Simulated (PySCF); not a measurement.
## Cr⁺ (chromium, charge +1): UHF calculation

Configuration: [Ar] 3d5, high-spin 6S determinant. Computed with PySCF 2.14 in pcseg-2, with the non-relativistic Hamiltonian (point nucleus).

```json
{"Total energy": "-1043.115830 hartree", "One-electron energy": "-1433.8263 hartree", "Hartree (Coulomb) energy": "438.3647 hartree", "Exchange energy": "-47.6542 hartree", "Kinetic energy": "1044.25281 hartree", "⟨S²⟩": "8.7501", "⟨L²⟩": "0.000", "Sum of ⟨r⟩": "16.60 bohr", "Sum of ⟨r²⟩": "20.93 bohr²", "Density at the nucleus (Gaussians lack the cusp)": "9200 bohr⁻³", "Spin density at the nucleus": "-0.638 bohr⁻³", "Langevin diamagnetic susceptibility": "-16.6 ×10⁻⁶ cm³/mol", "Time after the integrals": "0.36 s of wall time on 1 thread of Intel(R) Xeon(R) Platinum 8488C (shared host)"}
```

| shell | electrons | mean orbital energy (hartree) | rms radius, mean of both spins (bohr) |
| --- | --- | --- | --- |
| 1s α | 1 | -220.58769 | 0.0744 |
| 1s β | 1 | -220.58692 | 0.0744 |
| 2s α | 1 | -26.47611 | 0.320 |
| 2s β | 1 | -26.36872 | 0.320 |
| 2p α | 3 | -22.41157 | 0.289 |
| 2p β | 3 | -22.30418 | 0.289 |
| 3s α | 1 | -3.71763 | 0.984 |
| 3s β | 1 | -3.37295 | 0.984 |
| 3p α | 3 | -2.53057 | 1.07 |
| 3p β | 3 | -2.10585 | 1.07 |
| 3d α | 5 | -0.64780 | 1.51 |
